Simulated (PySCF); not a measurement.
# Atomic charges by several schemes

Species: C8H18O.
SMILES with atom numbers: `[CH3:1][C:2]([CH3:3])([CH3:4])[O:5][C:6]([CH3:7])([CH3:8])[CH3:9]` (hydrogens: H10, H11, H12 on C1; H13, H14, H15 on C3; H16, H17, H18 on C4; H19, H20, H21 on C7; H22, H23, H24 on C8; H25, H26, H27 on C9)

Structure used (GFN2-xTB), in Å, numbered top down from 1:
```xyz
27
C8H18O angstrom
C      1.3288    0.8136   -1.2794
C      1.2799   -0.0534   -0.0174
C      1.6710    0.7875    1.2099
C      2.2979   -1.1955   -0.1658
O      0.0577   -0.7586    0.1866
C     -1.2599   -0.2234    0.0864
C     -1.4774    1.1114    0.8059
C     -1.7254   -0.1113   -1.3752
C     -2.1067   -1.3006    0.7829
H      0.6712    1.6750   -1.2018
H      1.0512    0.2295   -2.1528
H      2.3442    1.1782   -1.4168
H      1.4935    0.2143    2.1167
H      2.7285    1.0355    1.1576
H      1.1080    1.7140    1.2644
H      3.3007   -0.8026   -0.3071
H      2.0331   -1.8150   -1.0184
H      2.2773   -1.8157    0.7259
H     -2.5391    1.3476    0.7961
H     -1.1491    1.0444    1.8397
H     -0.9493    1.9241    0.3148
H     -1.2989    0.7537   -1.8732
H     -2.8083   -0.0200   -1.4051
H     -1.4371   -1.0077   -1.9187
H     -3.1597   -1.0354    0.7633
H     -1.7852   -1.4108    1.8150
H     -1.9667   -2.2525    0.2787
```

Density: PBE0/pcSseg-1 (PySCF); schemes: Mulliken, IAO, Hirshfeld and ESP-fitted. Isolated species at its GFN2-xTB geometry, gas phase.

Task: Give the atomic charges in each scheme.

Result: In e; atoms taken as equivalent share a row and are averaged (×n: the atom named and its like, n in all):

```json
{"atom": "C1 (×6)", "environment": "methyl carbon", "Mulliken": "-0.181", "IAO": "-0.426", "Hirshfeld": "-0.128", "ESP-fitted": "-0.616"}
{"atom": "C2/C6", "environment": "sp3 carbon bound to oxygen", "Mulliken": "-0.198", "IAO": "+0.241", "Hirshfeld": "+0.099", "ESP-fitted": "+0.932"}
{"atom": "O5", "environment": "ether oxygen", "Mulliken": "-0.515", "IAO": "-0.423", "Hirshfeld": "-0.124", "ESP-fitted": "-0.696"}
{"atom": "H10 (×18)", "environment": "methyl hydrogen", "Mulliken": "+0.111", "IAO": "+0.139", "Hirshfeld": "+0.038", "ESP-fitted": "+0.140"}
```

Mean size of the charges over all atoms: ESP-fitted 0.325 e, IAO 0.221 e, Mulliken 0.148 e, Hirshfeld 0.066 e. Each set sums to the total charge, 0, to within 0.001 e. The Mulliken scheme counts on each atom the diagonal of the density matrix times the overlap matrix over that atom's basis functions.

Some averages cover members that differ in this geometry: C1 (×6), ESP-fitted -0.633 to -0.595; C1 (×6), Mulliken -0.200 to -0.167 e.

Lowest charge. The schemes don't all agree: Mulliken O5 (-0.515); IAO C1 (×6) (-0.426); Hirshfeld C1 (×6) (-0.128); ESP-fitted O5 (-0.696).

Highest charge. The schemes don't all agree: Mulliken H10 (×18) (+0.111); IAO C2/C6 (+0.241); Hirshfeld C2/C6 (+0.099); ESP-fitted C2/C6 (+0.932).

Task: Sum the charges by element, for elements with more than one atom.

Result: 
```json
{"element": "C", "atoms": "8", "Mulliken": "-1.484", "IAO": "-2.072", "Hirshfeld": "-0.569", "ESP-fitted": "-1.832"}
{"element": "H", "atoms": "18", "Mulliken": "+1.999", "IAO": "+2.496", "Hirshfeld": "+0.692", "ESP-fitted": "+2.528"}
```

Task: How many electrons does the Mulliken scheme count on C6?

Result: Its own charge is -0.198 e, so Z − q = 6.198.
